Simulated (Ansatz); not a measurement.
Input file for Ansatz (an electronic-structure program): R-CCSD(T)/def2-SVP on AlBrFH2N (SMILES [NH2][Al]([F])[Br]), a point of a torsion scan. The run froze 21 orbitals, filled d shells among them.

Ansatz 0.2 input:
```yaml
crystal:
  periodic: [false, false, false]
  atoms:
    - {symbol: N, position_ang: [-1.05867948, -0.02926853, -0.11754661]}
    - {symbol: Al, position_ang: [0.63321161, 0.46532996, -0.28104049]}
    - {symbol: F, position_ang: [1.34251186, 0.55540625, -1.76310601]}
    - {symbol: Br, position_ang: [1.94134155, 0.88582013, 1.49594183]}
    - {symbol: H, position_ang: [-1.43009193, -0.89908026, -0.47249876]}
    - {symbol: H, position_ang: [-1.63591594, 0.24924388, 0.66582515]}
basis:
  gaussian:
    orbitals: def2-SVP
magnetization: {spin_polarized: false}
correlation: {method: ccsd_t, electrons: outside_noble_gas}
scf: {lower_state_search: off}
```

Program output:

```
WARN ansatz: RAYON_NUM_THREADS=1 ignored (pool sized by the plan → 1); use --threads N
Functional definition: HF
these checks for a lower state are left out or cut short: stability, starts, cluster_reference, orbital_swaps, neighbouring_geometries, increment
integrals: 0.08 GiB planned
835 factors; integrals over basis functions are off by at most 1.0e-3 eV
mean field: 0.28 GiB planned
mean field evaluation 1: about -80789.0498 eV, gradient 4.0e1 eV
mean field evaluation 2: about -80789.0738 eV, gradient 4.0e1 eV
mean field evaluation 4: about -80792.2153 eV, gradient 2.0e0 eV
mean field evaluation 8: about -80792.2385 eV, gradient 1.9e-1 eV
mean field -80792.23863430 eV, -2969.0600068643 hartree, gradient 9.5e-6 eV, S^2 0.000000; 0 other end points of the search recorded, 0 dependent functions left out
21 core orbitals not correlated
reference -80792.23863430 eV, -2969.0600068643 hartree; 12, 12 occupied and 55, 55 virtual orbitals, 835 factors
second order -14.49672257 eV of doubles, -0.00000000 eV of singles
coupled cluster: 0.19 GiB planned
cycle   1  -14.81497137 eV  change   -3.2e-1 eV  update   8.1e-2
cycle   2  -15.08650786 eV  change   -2.7e-1 eV  update   2.4e-2
cycle   3  -15.16643621 eV  change   -8.0e-2 eV  update   1.3e-2
cycle   4  -15.16503060 eV  change    1.4e-3 eV  update   3.1e-3
cycle   5  -15.16230873 eV  change    2.7e-3 eV  update   1.2e-3
cycle   6  -15.16234269 eV  change   -3.4e-5 eV  update   4.5e-4
cycle   7  -15.16230816 eV  change    3.5e-5 eV  update   1.5e-4
cycle   8  -15.16229356 eV  change    1.5e-5 eV  update   5.8e-5
cycle   9  -15.16230872 eV  change   -1.5e-5 eV  update   2.1e-5
perturbative correction -0.30085273 eV, -0.0110561340 hartree
Total energy: -80807.70179575 eV, -2969.6282675662 hartree
Checks for a lower state left out: stability, starts, cluster_reference, orbital_swaps, neighbouring_geometries, increment
```

Self-consistency was reached.

Cost: roughly 3 core-seconds.
